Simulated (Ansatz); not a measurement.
BeH3N (SMILES [BeH][NH2]) moved off its minimum; all values from Ansatz (a first-principles code), cores frozen in correlated methods.
(charge 0, multiplicity 1)
```xyz
5

Be    -0.60505    -0.18487    -0.81442
H     -1.37271    -0.21106    -1.90266
N      0.34513     0.09334     0.44605
H      1.04035    -0.52680     0.78821
H      0.33542     0.80054     1.14038
```

**Question.** Give the forces (eV/Å), the total energy and the dipole at CCSD(T)/aug-cc-pVTZ.

**Answer.** 
```tsv
atom	Fx	Fy	Fz
Be1	1.240	0.750	1.682
H2	-0.025	-0.162	-0.002
N3	-1.280	-0.647	-1.870
H4	0.607	-0.941	-0.107
H5	-0.542	1.000	0.296
```
Energy -71.1852 hartree, dipole 1.19 D.
